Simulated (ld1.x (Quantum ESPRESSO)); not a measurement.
Building the PAW potential for Tm (revPBE, scalar-relativistic).

| Property | Result |
| --- | --- |
| Element | Tm (Z = 69) |
| Generator | ld1.x (Quantum ESPRESSO) 7.5 |
| Type | PAW |
| Functional | revPBE |
| Relativity | scalar-relativistic |
| Frozen core | [Kr] 4d10 |
| Valence charge | 23 |
| Reference configuration | 4f13 5s2 5p6 5d0 6s2 6p0 |
| Partial waves | 5s (bound): rcut 1.60, rcutus 2.00 bohr; 6s (bound): rcut 1.60, rcutus 2.00 bohr; 5p (bound): rcut 1.95, rcutus 2.30 bohr; 6p (bound, empty): rcut 1.95, rcutus 2.30 bohr; 5d (bound, empty): rcut 3.60, rcutus 4.00 bohr; 5d channel at 0.45 Ry: rcut 3.60, rcutus 4.00 bohr; 4f (bound): rcut 1.05, rcutus 1.20 bohr; 4f channel at 0.35 Ry: rcut 1.05, rcutus 1.20 bohr |
| Local potential | all-electron potential smoothed inside 2.90 bohr (lloc = -2) |
| Core correction | a·sin(br)/r model core inside 0.90 bohr |
| Augmentation charge | BESSEL, radius 1.00 bohr |

Poles of the logarithmic derivatives, all-electron (AE) and pseudo (PS). s: poles at 0.2, 3.1 (AE) and 0.2, 3.1 (PS) Ry. p: poles at 0.8, 4.0 (AE) and 0.8, 4.0 (PS) Ry. d: poles at 0.1, 2.1 (AE) and 0.1, 2.0 (PS) Ry. f: poles at 1.7, 4.2 (AE) and 1.7, 4.3 (PS) Ry. Test radius 4.36 bohr.

* Cutoffs needed: 140 Ry and 230 Ry (the cutoffs (Ry, on a coarse ladder) from which the occupation-weighted sum of valence levels, in a spherical-Bessel basis at the reference potential, stays within 10 and 1 mRy of its value at 400 Ry)
* Ghost test: no extra level below or beside the all-electron valence levels (s, p, d, f tested) (spherical-Bessel basis up to 400 Ry, 20 bohr box)
* Configuration tests: test run stopped at test 3 of 7 (negative rho)
* Lowest eigenvalue of the overlap operator: 0.10 (p channel)
